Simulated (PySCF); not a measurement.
Method: PySCF, PBE0, basis Zn def2-TZVP, F def2-TZVP (no relativity, density fitting). Open shells, if any, are unrestricted.

**Question.** What shape and geometry does isolated singlet ZnF2 take (every ligand bound to Zn)?

**Answer.** Counting electrons, zinc keeps none of its valence electrons outside its bonds, so the VSEPR class is AX2 and the expected shape is linear (D∞h), as computed. The lowest minimum found is a singlet of D∞h symmetry with Zn–F 1.732 Å (×2); F–Zn–F 180.0°. Its harmonic wavenumbers are 163 (πu), 602 (σg+), 767 (σu+) cm⁻¹ and its dipole moment is 0.00 D.
